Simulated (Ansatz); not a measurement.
`B/C=C(\C)O` → `CB/C=C/O`  (isomerisation)

Program: Ansatz. Geometries: PBE0-D4/def2-TZVP. ΔE: electronic, gas phase. CCSD(T)/CBS is the MP2 limit (def2-TZVPP, def2-QZVPP) plus CCSD(T) − MP2 in def2-TZVPP, frozen cores. Double bonds are as drawn, so ΔE can hold a change between cis and trans. Functionals use def2-TZVPP. One conformer a species, not always the lowest.

`B/C=C(\C)O`:

```xyz
12

B     0.078    0.473   -1.930
C     0.415   -0.602   -0.930
C     0.176   -0.523    0.402
C    -0.450    0.613    1.131
O     0.530   -1.563    1.178
H     0.328    0.316   -3.091
H    -0.442    1.505   -1.605
H     0.885   -1.531   -1.244
H     0.243    1.000    1.886
H    -1.353    0.273    1.651
H    -0.717    1.420    0.455
H     0.308   -1.382    2.097
```

`CB/C=C/O`:

```xyz
12

C    -0.615    0.800   -1.478
B    -0.730   -0.590   -0.762
C    -0.050   -0.972    0.548
C     0.731   -0.109    1.213
O     1.341   -0.418    2.367
H    -0.238    0.653   -2.497
H    -1.619    1.222   -1.612
H     0.006    1.560   -0.998
H    -1.416   -1.419   -1.301
H    -0.172   -1.957    0.992
H     0.910    0.899    0.844
H     1.852    0.331    2.684
```

(1) Is it downhill or uphill in electronic energy at CCSD(T)/CBS, and by how much? (Estimate.)

(2) What do these levels give: PBE0-D4, ωB97M-V, r2SCAN, SCS-MP2/def2-TZVPP, SCS-MP2/def2-QZVPP, CCSD/CBS(def2)? (An estimate is asked.)

Largest T1 diagnostic among the species: 0.013.

## Answers

(1) Ansatz gave: Downhill: ΔE = -23.3 kJ/mol.

(2) Computed: PBE0-D4 -22.4, ωB97M-V -22.9, r2SCAN -22.6, SCS-MP2/def2-TZVPP -21.9, SCS-MP2/def2-QZVPP -22.3, CCSD/CBS(def2) -24.4 kJ/mol.
